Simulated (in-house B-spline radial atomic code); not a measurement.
Inner levels of mercury as electrons are removed. A shift is the extra binding of the orbital against the neutral atom ([Xe] 4f14 5d10 6s2). The density at the nucleus is averaged over the nuclear charge. Computed with a radial B-spline atomic code at the basis-set limit: Dirac-Hartree-Fock, average of the configuration, finite nuclei.

| ion | configuration | shift of 2p1/2 (eV) | shift of 1s1/2 (eV) | shift of 2p3/2 (eV) | radius of 2p1/2 (bohr) | radius of 1s1/2 (bohr) | radius of 2p3/2 (bohr) | Σ<r²> (bohr²) | change of density at nucleus (bohr⁻³) |
| --- | --- | --- | --- | --- | --- | --- | --- | --- | --- |
| Hg50+ | [Ar] 3d10 4s2 | 2690.67 | 2733.94 | 2682.03 | 0.056872 | 0.016588 | 0.065452 | 0.90517 | 5279.57 |
| Hg51+ | [Ar] 3d10 4s1 | 2784.49 | 2834.4 | 2774.75 | 0.056859 | 0.016588 | 0.065435 | 0.76348 | -4848.92 |
| Hg52+ | [Ar] 3d10 | ? | ? | ? | ? | ? | ? | ? | ? |
| Hg53+ | [Ar] 3d9 | 3055.75 | 3116.7 | 3042.98 | 0.056806 | 0.016588 | 0.065359 | 0.58764 | -14238.2 |
| Hg54+ | [Ar] 3d8 | 3234.54 | 3299.97 | 3219.79 | 0.056767 | 0.016588 | 0.065299 | 0.55208 | -13248.5 |
| Hg55+ | [Ar] 3d7 | ? | ? | ? | ? | ? | ? | ? | ? |
| Hg56+ | [Ar] 3d6 | 3598.69 | 3673.82 | 3579.75 | 0.056683 | 0.016588 | 0.065174 | 0.48387 | -11212 |
| Hg57+ | [Ar] 3d5 | 3784.04 | 3864.4 | 3762.88 | 0.05664 | 0.016588 | 0.065109 | 0.45115 | -10165.1 |
| Hg58+ | [Ar] 3d4 | 3971.57 | 4057.41 | 3948.12 | 0.056596 | 0.016588 | 0.065043 | 0.41931 | -9099.1 |
| Hg59+ | [Ar] 3d3 | 4161.28 | 4252.87 | 4135.45 | 0.05655 | 0.016588 | 0.064975 | 0.38831 | -8013.88 |
| Hg60+ | [Ar] 3d2 | 4353.16 | 4450.76 | 4324.86 | 0.056503 | 0.016588 | 0.064906 | 0.35815 | -6909.38 |
| Hg61+ | [Ar] 3d1 | 4547.21 | 4651.1 | 4516.36 | 0.056455 | 0.016589 | 0.064835 | 0.32877 | -5785.58 |
| Hg62+ | [Ne] 3s2 3p6 | 4743.42 | 4853.87 | 4709.94 | 0.056406 | 0.016589 | 0.064763 | 0.30017 | -4642.37 |
| Hg63+ | [Ne] 3s2 3p5 | 4930.21 | 5068.43 | 4892.42 | 0.056397 | 0.016587 | 0.064753 | 0.26572 | -4228.22 |
| Hg64+ | [Ne] 3s2 3p4 | 5118.55 | 5285.04 | 5076.38 | 0.056343 | 0.016584 | 0.064681 | 0.23188 | -3816.53 |
| Hg65+ | [Ne] 3s2 3p3 | 5308.44 | 5503.69 | 5261.8 | 0.056289 | 0.016582 | 0.064609 | 0.19864 | -3407.56 |
| Hg66+ | [Ne] 3s2 3p2 | 5499.87 | 5724.39 | 5448.68 | 0.056233 | 0.01658 | 0.064536 | 0.16599 | -3001.54 |
| Hg67+ | [Ne] 3s2 3p1 | 5692.84 | 5947.14 | 5637.01 | 0.056176 | 0.016578 | 0.064462 | 0.13391 | -2598.7 |
| Hg68+ | [Ne] 3s2 | 5887.35 | 6171.94 | 5826.81 | 0.056119 | 0.016576 | 0.064387 | 0.1024 | -2199.29 |
| Hg69+ | [Ne] 3s1 | 6079.3 | 6389.96 | 6014.21 | 0.056065 | 0.016575 | 0.064317 | 0.070803 | -37861.3 |
| Hg70+ | [He] 2s2 2p6 | 6272.55 | 6609.7 | 6202.84 | 0.05601 | 0.016573 | 0.064246 | 0.039669 | -74168.6 |
| Hg71+ | [He] 2s2 2p5 | ? | ? | ? | ? | ? | ? | ? | ? |
| Hg72+ | [He] 2s2 2p4 | 7070.1 | 7661.36 | 6958.41 | 0.055392 | 0.016554 | 0.063474 | 0.029755 | -73355.4 |

Problem. Fill in the row of Hg52+.

Solution. shift of 2p1/2 (eV): 2879.16; shift of 1s1/2 (eV): 2935.86; shift of 2p3/2 (eV): 2868.29; radius of 2p1/2 (bohr): 0.056845; radius of 1s1/2 (bohr): 0.016588; radius of 2p3/2 (bohr): 0.065417; Σ<r²> (bohr²): 0.62421; change of density at nucleus (bohr⁻³): -15209.

Problem. Fill in the row of Hg55+.

Solution. shift of 2p1/2 (eV): 3415.52; shift of 1s1/2 (eV): 3485.68; shift of 2p3/2 (eV): 3398.71; radius of 2p1/2 (bohr): 0.056726; radius of 1s1/2 (bohr): 0.016588; radius of 2p3/2 (bohr): 0.065237; Σ<r²> (bohr²): 0.5175; change of density at nucleus (bohr⁻³): -12239.7.

Problem. Fill in the row of Hg71+.

Solution. shift of 2p1/2 (eV): 6669.55; shift of 1s1/2 (eV): 7132.98; shift of 2p3/2 (eV): 6579.01; radius of 2p1/2 (bohr): 0.0557; radius of 1s1/2 (bohr): 0.016564; radius of 2p3/2 (bohr): 0.063858; Σ<r²> (bohr²): 0.034653; change of density at nucleus (bohr⁻³): -73742.9.
